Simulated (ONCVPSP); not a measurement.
# Mo: ONCV pseudisation with PBE, scalar-relativistic reference atom.

Mo (Z = 42), optimised norm-conserving Vanderbilt (ONCV), made with ONCVPSP 4.0.1 (PBE, scalar-relativistic). Core [Ar] 3d10, reference 4s2 4p6 4d4 (charge +2). Waves: 4s: rc 1.55 bohr, ncon 4, nbas 9, qcut 6.6 1/bohr, 2 projectors, debl 1.5 Ha; 4p: rc 2.05 bohr, ncon 4, nbas 7, qcut 5.6 1/bohr, 3 projectors, debl 3.7 Ha; 4d: rc 1.55 bohr, ncon 5, nbas 9, qcut 6.3 1/bohr, 2 projectors, debl 1.5 Ha. Local part: polynomial inside 1.55 bohr (lpopt 5, dvloc0 6 Ha). Core correction: none.

In the s channel the program set the typed energies aside and used -3.041, 0.250 Ha.

All-electron outer shells of the reference configuration (PBE, scalar-relativistic, ld1.x):

| shell | level (eV) | outermost node (bohr) | outermost maximum (bohr) |
| --- | --- | --- | --- |
| 4s | -82.75 | 0.51 | 0.99 |
| 4p | -56.75 | 0.52 | 1.06 |
| 4d | -20.83 | 0.53 | 1.35 |

Results:

* Cutoffs needed: 20 Ha and 61 Ha (the cutoffs (Ha) at which the residual kinetic energy of the hardest occupied pseudo-wave falls to 1 and 0.1 mHa per electron)
* Ghost test: no bound ghost flagged; no localised positive-energy state flagged
* Largest excitation error: +1.3 meV (all-electron minus pseudo) for 4s2 4p6 4d5 5s1, out of 4 test configurations

Generation and tests took about 4.9 s on one core of a shared server CPU.
